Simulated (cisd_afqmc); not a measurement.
Input (AFQMC/CISD/def2-SVP; cisd_afqmc is a phaseless AFQMC code with CISD trial states that reads the integrals written by Ansatz):

Ansatz 0.2 input:
```python
import cisd_afqmc

open("ham.yaml", "w").write("""\
crystal:
  periodic: [false, false, false]
  atoms:
    - {symbol: Rb, position_ang: [-0.00000000, -0.00000000, -0.90239267]}
    - {symbol: Cl, position_ang: [0.00000000, 0.00000000, 1.96403109]}
basis:
  gaussian:
    orbitals: def2-SVP
magnetization: {spin_polarized: false}
correlation: {method: ccsd, electrons: outside_noble_gas, hamiltonian_folder: ham}
""")
rep = cisd_afqmc.ansatz("ham.yaml")
e_ccsd = rep["correlation"]["coupled_cluster"]["energy"]["hartree"]
out = cisd_afqmc.run("ham", e_ccsd, trial="CISD", walkers=200, populations=8, threads=8, dt=0.005, steps=40, early=24, settle=10, least=32,
    cut=5e-5, rank_cut=2e-4, target=0.0004, seconds=1500, seed=1, memory=17280, gpu=False)
```

Output:

```
orbitals 33, occupied [4], factors 154 of 387, rank of the doubles 39 of 116
E(HF) = -483.235568
E(CCSD) on the cut factors = -483.383780, shift to the whole factors -0.000001
Energy of the trial state on the determinant = -483.383785
  tau behind 7.2 of longer steps, mean of the populations' last blocks
   2.0  -483.38624
   4.0  -483.38624
   6.0  -483.38606
   8.0  -483.38575
blocks 272 (0 outliers left out), error by blocks joined: 1: 0.00005, 2: 0.00006, 4: 0.00008, 8: 0.00009, 16: 0.00010
E(AFQMC/CISD) = -483.38598 +/- 0.00010
```

The two halves of the walk average -483.38620 and -483.38576 Eh, farther apart than the printed bar allows, so the bar may be too narrow.
